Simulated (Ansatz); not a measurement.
Coupled-cluster diagnostics for the cluster WS2 (the lowest singlet isomer of a short search), Ansatz.

Geometry of the singlet (PBE-D4/def2-TZVP):

```csv
atom,x (Å),y (Å),z (Å)
W1,-0.287,0.705,-0.339
S2,1.622,0.405,0.493
S3,-1.336,-1.109,-0.154
```

In the def2 sets W takes a core potential; there is no spin–orbit coupling. Correlated methods freeze 10 core orbitals; core or outer-core shells of W are correlated, in sets that lack core-valence functions. The structure comes from a short search, and lower isomers may exist.

Geometry of the charge 0 triplet (PBE-D4/def2-TZVP):

Cartesian coordinates in Å:
```
W 0.4180 -0.6637 0.0828
S -1.6464 -0.6236 -0.4439
S 1.2284 1.2873 0.3611
```

Geometry of the charge 0 quintet (PBE-D4/def2-TZVP):

Cartesian coordinates in Å:
```
W 0.543 -0.013 0.205
S -0.793 -1.449 1.185
S 0.249 1.462 -1.390
```

(1) Estimate the CCSD(T) correlation energy, the shares of MP2 and (T), T1 and the reference's ⟨S²⟩ for: charge 0, singlet, own geometry in def2-TZVPP; charge 0, singlet, own geometry in def2-TZVPD; charge 0, triplet, own geometry in def2-TZVPP; charge 0, quintet, own geometry in def2-TZVPP; charge 1, doublet, vertical in def2-TZVPP; charge -1, doublet, vertical in def2-TZVPD; and the rough time on 2 threads of Arm Neoverse N1 on a shared host.

## Answers

(1) 
```tsv
state	basis	correlation (eV)	MP2 share (%)	(T) share (%)	T1	⟨S²⟩ (pure)	wall time	remarks
charge 0, singlet, own geometry	def2-TZVPP	-23.377	95.7	7.3	0.061	0.00 (0.00)	24 s	large T1, restricted SCF unstable
charge 0, singlet, own geometry	def2-TZVPD	-21.305	95.6	7.4	0.067	0.00 (0.00)	21 s	large T1, restricted SCF unstable
charge 0, triplet, own geometry	def2-TZVPP	-21.884	92.3	6.4	0.064	2.65 (2.00)	79 s	large T1, spin-contaminated
charge 0, quintet, own geometry	def2-TZVPP	-20.516	90.7	5.8	0.063	6.42 (6.00)	81 s	large T1, spin-contaminated
charge 1, doublet, vertical	def2-TZVPP	-21.512	88.7	6.8	0.079	2.17 (0.75)	44 s	flagged by the program, large T1, spin-contaminated
charge -1, doublet, vertical	def2-TZVPD	-20.401	94.4	6.4	0.042	1.62 (0.75)	44 s	spin-contaminated
```
Customary marks for T1 are 0.02 (closed shells), 0.045 (open shells) and about 0.05 (3d metals). T1 exceeds 0.02 in 6 of 6 rows and 0.045 in 5; the higher it lies, the less the single-reference result can be trusted.
